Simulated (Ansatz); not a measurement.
`CCCCCCCCCCCCCCSC(C)=O`. The state is a triplet with charge 0. Geometry PBE-D4/def2-SVP, that of the neutral singlet; atoms count from 1.

```xyz
50

C     0.280   -7.875    4.221
C     0.585   -6.563    3.496
C     0.535   -5.337    4.416
C     0.900   -4.007    3.745
C    -0.066   -3.548    2.648
C     0.278   -2.176    2.062
C    -0.678   -1.712    0.959
C    -0.345   -0.330    0.389
C    -1.303    0.124   -0.719
C    -1.051    1.539   -1.256
C     0.288    1.716   -1.984
C     0.543    3.128   -2.529
C    -0.414    3.563   -3.646
C    -0.063    4.904   -4.288
S    -0.222    6.282   -3.086
C     0.215    7.647   -4.179
C     0.170    8.995   -3.488
O     0.508    7.482   -5.349
H    -0.734   -7.857    4.675
H     1.003   -8.061    5.042
H     0.322   -8.746    3.535
H    -0.131   -6.433    2.655
H     1.592   -6.621    3.025
H     1.221   -5.509    5.275
H    -0.484   -5.257    4.860
H     1.928   -4.079    3.321
H     0.956   -3.214    4.524
H    -0.090   -4.296    1.824
H    -1.101   -3.523    3.059
H     0.290   -1.419    2.879
H     1.318   -2.196    1.662
H    -1.720   -1.706    1.353
H    -0.678   -2.460    0.134
H     0.701   -0.340    0.009
H    -0.357    0.420    1.212
H    -2.345    0.065   -0.334
H    -1.256   -0.602   -1.563
H    -1.883    1.810   -1.941
H    -1.105    2.268   -0.415
H     0.346    0.983   -2.822
H     1.119    1.451   -1.297
H     0.492    3.862   -1.693
H     1.584    3.186   -2.914
H    -0.403    2.798   -4.454
H    -1.460    3.597   -3.273
H    -0.726    5.140   -5.144
H     0.978    4.917   -4.671
H    -0.859    9.213   -3.136
H     0.491    9.777   -4.201
H     0.832    9.001   -2.599
```

Single mean-field runs in def2-TZVP are fitted with def2-universal-jkfit. At PBE0-D4/def2-TZVP a singlet of charge 0 lies 4.11 eV below the triplet at the same geometry.

(1) Estimate the Mulliken populations of the heavy atoms from the PBE0/def2-TZVP orbitals of Ansatz.

(2) Where does the spin sit?

(3) And the Mayer bond orders between heavy atoms (over 0.3)?

## Answers

(1) 
| atom | charge (e) | spin (α − β) |
| --- | --- | --- |
| C1 | -0.36 | 0.00 |
| C2 | -0.21 | 0.00 |
| C3 | -0.17 | 0.00 |
| C4 | -0.15 | 0.00 |
| C5 | -0.24 | 0.00 |
| C6 | -0.19 | 0.00 |
| C7 | -0.19 | 0.00 |
| C8 | -0.24 | 0.00 |
| C9 | -0.15 | 0.00 |
| C10 | -0.20 | 0.00 |
| C11 | -0.20 | 0.00 |
| C12 | -0.21 | 0.00 |
| C13 | -0.22 | 0.00 |
| C14 | -0.22 | -0.01 |
| S15 | -0.06 | 0.28 |
| C16 | 0.04 | 0.66 |
| C17 | -0.36 | 0.05 |
| O18 | -0.15 | 0.92 |
Mulliken values depend strongly on the basis.

(2) Summed by element: C 0.70, S 0.28, O 0.92, H 0.10, of 2 unpaired in all. Largest on single atoms: O18 0.92, C16 0.66, S15 0.28.

(3) C1–C2 1.01 (1.53 Å); C2–C3 1.01 (1.53 Å); C3–C4 1.01 (1.53 Å); C4–C5 1.02 (1.53 Å); C5–C6 1.04 (1.53 Å); C6–C7 1.04 (1.53 Å); C7–C8 1.04 (1.53 Å); C8–C9 1.02 (1.53 Å); C9–C10 1.01 (1.54 Å); C10–C11 1.01 (1.53 Å); C11–C12 1.00 (1.53 Å); C12–C13 1.01 (1.53 Å); C13–C14 1.02 (1.53 Å); C14–S15 1.03 (1.84 Å); S15–C16 1.04 (1.80 Å); C16–C17 0.97 (1.52 Å); C16–O18 1.41 (1.22 Å).
